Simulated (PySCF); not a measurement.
**Excited states of Xe (xenon, neutral)**

Ground state [Xe], ¹S. Calculation: PySCF 2.14, in aug-cc-pwCVTZ-PP with one added diffuse shell each of d, f type with ECP28MDF (8s7p7d5f1g, 108 functions); a scalar-relativistic core potential. Vertical excitation energies in eV without spin-orbit coupling; excited terms of each kind are numbered among those the solver found. Frozen: 4s2 4p6.

| term | leading excitation | EOM-EE-CCSD |
| --- | --- | --- |
| 1 3P° | 5p → s | 8.839 |
| 1 1P° | 5p → s | 9.139 |
| 1 3S | 5p → p | 10.173 |
| 2 3P° | 5p → d | 10.178 |
| 1 3F° | 5p → d | 10.399 |
| 1 3D | 5p → p | 10.524 |
| 1 1D | 5p → p | 10.634 |
| 1 1F° | 5p → d | 10.698 |
| 1 1P | 5p → p | 10.740 |
| 1 1D° | 5p → d | 10.747 |
| 1 3P | 5p → p | 10.749 |
| 1 1S | 5p → p | 11.272 |

The spin-orbit splitting of the hole, absent here, rivals or exceeds the spacing of these terms, so the LS terms are model states.

Only the lower part of the computed list is shown. The solver can miss terms. Rydberg members are limited by the diffuse functions of the basis.
